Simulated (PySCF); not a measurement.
(NaH)4 cube, Na4H4.
Geometry (PBE0-D3(BJ)/def2-SVP, Å), atoms numbered from 1 in this order:
```
atom  x, y, z in Å
Na1   -0.7002    0.7951    1.5641
H2     0.8880   -0.7628    1.5817
Na3   -0.3037   -1.8492    0.0565
H4    -1.9283   -0.3404    0.1053
Na5   -0.8446    0.7356   -1.5036
H6     0.3187    1.9389   -0.0455
Na7    1.8469    0.3306   -0.0860
H8     0.7253   -0.8242   -1.6181
```

Level of theory: PySCF, TDDFT B3LYP/def2-SVPD, vertical, gas phase, core orbitals frozen in the response.

Transition dipole moments from the ground state, in atomic units and in the frame of the coordinates above (overall signs are arbitrary), for the states with f of 0.002 or more among the lowest 8:

```
state  E (eV)      μx      μy     μz
   S6   4.320  -0.169   0.710  0.359
   S7   4.320  -0.453  -0.353  0.552
   S8   4.326   0.623  -0.082  0.478
```

Task: What oscillator strength does each state have?

Result: f = (2/3) ΔE |μ|² with ΔE in hartree (27.2114 eV).

```json
{"state": "S6", "|μ|² (au)": "0.661", "|μ| (D)": "2.07", "f": "0.070"}
{"state": "S7", "|μ|² (au)": "0.636", "|μ| (D)": "2.03", "f": "0.067"}
{"state": "S8", "|μ|² (au)": "0.623", "|μ| (D)": "2.01", "f": "0.066"}
```

Task: Label these states by symmetry in Td.

Result: From a totally symmetric ground state, an allowed state transforms like the component of the dipole operator along its μ. Every allowed level is T2, three states with equal energy: S6/S7/S8.

Task: How is the summed strength of these states shared among x, y and z?

Result: (2/3) Σ ΔE μα² gives 0.066 for x, 0.067 for y and 0.070 for z, 0.203 in all.

S6/S7/S8 coincide within about 0.01 eV; within a degenerate level the directions of the single components are arbitrary.

The vertical ionisation energy (ΔSCF) is 7.31 eV, 2.99 eV above S8.
